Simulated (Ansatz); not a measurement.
One geometry of CrO2(NH2)2 (CrN2O2H4), several levels of theory.

```yaml
crystal:
  periodic: [false, false, false]
  atoms:
    - {symbol: Cr, position_ang: [0.505523, 0.000691, 0.354891]}
    - {symbol: O, position_ang: [0.429113, -0.003479, 1.905318]}
    - {symbol: O, position_ang: [1.937767, 0.006708, -0.243702]}
    - {symbol: N, position_ang: [-0.321933, 1.487360, -0.219930]}
    - {symbol: H, position_ang: [-1.055311, 1.952474, 0.306670]}
    - {symbol: H, position_ang: [-0.074280, 1.960731, -1.083675]}
    - {symbol: N, position_ang: [-0.313503, -1.488221, -0.226164]}
    - {symbol: H, position_ang: [-0.066518, -1.954000, -1.094227]}
    - {symbol: H, position_ang: [-1.040848, -1.962266, 0.300821]}
basis:
  gaussian: {orbitals: def2-TZVP, initial_orbitals: start.molden}
hamiltonian: {xc: {name: LC-wPBE}}
scf: {omitted_lower_state_checks: [starts]}
output: {orbitals: {seedname: orbitals}}
```

The file start.molden holds the orbitals of an earlier run on this structure, at another level or in another basis.

```sh
$ ansatz run in.yaml --threads 4 --pin off --events-out ev --progress --plain --max-ram 3916MiB
```

Shortened log:

```
Functional definition: LC-wPBE
1217 factors; their error is unknown
370 factors; integrals over basis functions are off by at most 3.1e-5 eV
mean field evaluation 1: about -35554.9320 eV, gradient 1.1e1 eV
mean field evaluation 2: about -35555.0784 eV, gradient 2.0e-1 eV
mean field evaluation 4: about -35555.0555 eV, gradient 1.8e-3 eV
mean field -35555.05551497 eV, -1306.6241900928 hartree, gradient 1.1e-5 eV, S^2 0.000000; 0 other end points of the search recorded, 0 dependent functions left out
reference -35555.05551498 eV, -1306.6241900931 hartree; 29, 29 occupied and 164, 164 virtual orbitals, 1217 factors
Total energy: -35555.05551498 eV, -1306.6241900931 hartree
Checks for a lower state left out: starts
```

Hardware: 4 threads of Intel Xeon 6975P-C on a shared host. Wall time 1.3 s.

As the first input, with `hamiltonian: {xc: {name: BLYP}, dispersion: d4}` (abridged; 1.1 s):

```
Functional definition: BLYP
mean field -35567.16084105 eV, -1307.0690526212 hartree, gradient 2.3e-5 eV, S^2 0.000000
Total energy: -35567.63759211 eV, -1307.0865728993 hartree
Checks for a lower state left out: starts
```

First input, but with `correlation: {method: ccsd_t}` and without the key `hamiltonian` (abridged; 47 s):

```
Functional definition: HF
mean field -35486.68169451 eV, -1304.1114985365 hartree, gradient 9.2e-6 eV, S^2 0.000000; unrestricted orbitals would lower it
mean field evaluation 16: about -35487.9468 eV, gradient 2.3e0 eV
mean field evaluation 32: about -35488.7821 eV, gradient 3.7e-1 eV
mean field evaluation 64: about -35486.6816 eV, gradient 1.0e-1 eV
mean field evaluation 96: about -35486.6790 eV, gradient 2.7e-1 eV
mean field evaluation 128: about -35488.9771 eV, gradient 6.1e-2 eV
mean field evaluation 160: about -35486.6753 eV, gradient 4.7e-1 eV
unrestricted determinant -35488.97718845 eV, -1304.1958563830 hartree, S^2 2.1287
9 core orbitals not correlated: weight in the atoms' cores, before any rotation towards them, 1.000 or more for the frozen orbitals, at most 0.000 for the correlated occupied ones
second order -48.36644859 eV of doubles, -0.00000000 eV of singles
cycle   1  -33.27479733 eV  change     1.5e1 eV  update   6.8e-1
cycle   2  -40.86322474 eV  change    -7.6e0 eV  update   9.6e-1
cycle   3  -41.94724661 eV  change    -1.1e0 eV  update   9.5e-2
cycle   4  -41.86286403 eV  change    8.4e-2 eV  update   6.6e-2
cycle   5  -41.83921846 eV  change    2.4e-2 eV  update   2.0e-2
cycle   6  -41.89617792 eV  change   -5.7e-2 eV  update   1.1e-2
cycle   7  -41.89821006 eV  change   -2.0e-3 eV  update   4.0e-3
cycle   8  -41.88647002 eV  change    1.2e-2 eV  update   2.9e-3
cycle   9  -41.88149696 eV  change    5.0e-3 eV  update   1.1e-3
cycle  10  -41.88227436 eV  change   -7.8e-4 eV  update   6.3e-4
cycle  11  -41.88346022 eV  change   -1.2e-3 eV  update   3.5e-4
cycle  12  -41.88308347 eV  change    3.8e-4 eV  update   2.3e-4
cycle  13  -41.88324386 eV  change   -1.6e-4 eV  update   9.7e-5
cycle  14  -41.88339861 eV  change   -1.5e-4 eV  update   4.6e-5
cycle  15  -41.88333788 eV  change    6.1e-5 eV  update   2.4e-5
cycle  16  -41.88335945 eV  change   -2.2e-5 eV  update   1.3e-5
perturbative correction -3.50401535 eV, -0.1287701891 hartree
Total energy: -35532.06906931 eV, -1305.7794537956 hartree
Checks for a lower state left out: starts
```

As the first input, with `gaussian: {orbitals: def2-TZVPD, initial_orbitals: start.molden}`, `hamiltonian: {xc: r2scan, dispersion: d4}` (abridged; 2.1 s):

```
Functional definition: r2SCAN
mean field -35562.36943192 eV, -1306.8929715832 hartree, gradient 2.5e-5 eV, S^2 0.000000
Total energy: -35562.41981860 eV, -1306.8948232595 hartree
Checks for a lower state left out: starts
```

As the first input, with `hamiltonian: {xc: {name: wB97M-V}}` (abridged; 3.5 s):

```
Functional definition: wB97M-V
mean field -35560.06661183 eV, -1306.8083445058 hartree, gradient 2.1e-5 eV, S^2 0.000000
Total energy: -35560.06667414 eV, -1306.8083467958 hartree
Checks for a lower state left out: starts
```

The first input with `gaussian: {orbitals: 6-31G}`, `hamiltonian: {xc: hf}` (abridged; 0.35 s):

```
Functional definition: HF
mean field -35478.20338605 eV, -1303.7999264474 hartree, gradient 4.8e-5 eV, S^2 0.000000
Total energy: -35478.20338605 eV, -1303.7999264474 hartree
Checks for a lower state left out: starts
```

Geometry: B3LYP-D4/def2-SVP.

The 6-31G sets use Cartesian d functions. LC-ωPBE has ω = 0.4 bohr⁻¹. Correlated methods freeze 9 core orbitals; core or outer-core shells of Cr are correlated, in sets that lack core-valence functions. The restricted singlet is unstable towards broken spin symmetry in Hartree–Fock (as tested in another run); at LC-ωPBE/def2-TZVP, BLYP-D4/def2-TZVP, r2SCAN-D4/def2-TZVPD, ωB97M-V/def2-TZVP and others this wasn't settled. At CCSD(T)/def2-TZVP the restricted singlet (for correlated methods, its reference) is unstable: a solution with broken spin symmetry lies lower.
